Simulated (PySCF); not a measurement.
# [Lu(H2O)3]3+: from a saddle point downhill

PySCF 2.14.0, RKS B3LYP, Lu def2-SVP with ECP28, O def2-SVP, H def2-SVP; non-relativistic Hamiltonian with scalar-relativistic core potentials where named; density fitting; no spin-orbit coupling. Relaxed within the symmetry of its start, the geometry (D3h) is

```xyz
10

Lu    0.0000    0.0000    0.0000
O     2.1720    0.0000    0.0000
H     2.7906    0.0000    0.7773
H     2.7906    0.0000   -0.7773
O    -1.0860    1.8810    0.0000
H    -1.3953    2.4168    0.7773
H    -1.3953    2.4168   -0.7773
O    -1.0860   -1.8810    0.0000
H    -1.3953   -2.4168    0.7773
H    -1.3953   -2.4168   -0.7773
```

and its lowest harmonic modes are -220, -187, -187, -59, 75, 75 cm⁻¹ (negative: unstable). It was moved along the lowest mode and relaxed again, within the group D3 that the move left.

**Question.** Where does it end, and how much lower?

**Answer.** In D3, 0.152 eV lower, after 20 steps:
```xyz
10

Lu    0.0000    0.0000    0.0000
O     2.1601    0.0000    0.0000
H     2.7777   -0.7398    0.2431
H     2.7777    0.7397   -0.2431
O    -1.0800    1.8707    0.0000
H    -0.7482    2.7755    0.2431
H    -2.0295    2.0357   -0.2431
O    -1.0801   -1.8707    0.0000
H    -2.0295   -2.0357    0.2431
H    -0.7482   -2.7755   -0.2431
```

**Question.** How do the contacts change?

**Answer.** 
| contact | saddle (Å) | end (Å) |
| --- | --- | --- |
| Lu1–O2 (H2O) | 2.172 | 2.160 |
| Lu1–O5 (H2O) | 2.172 | 2.160 |
| Lu1–O8 (H2O) | 2.172 | 2.160 |


**Question.** Is the end a minimum?

**Answer.** Probably not: 1 of the modes stay unstable (below −25 cm⁻¹), though so soft as to be near the noise; lowest modes -29, 83, 83, 114, 121, 121 cm⁻¹.

State: singlet.
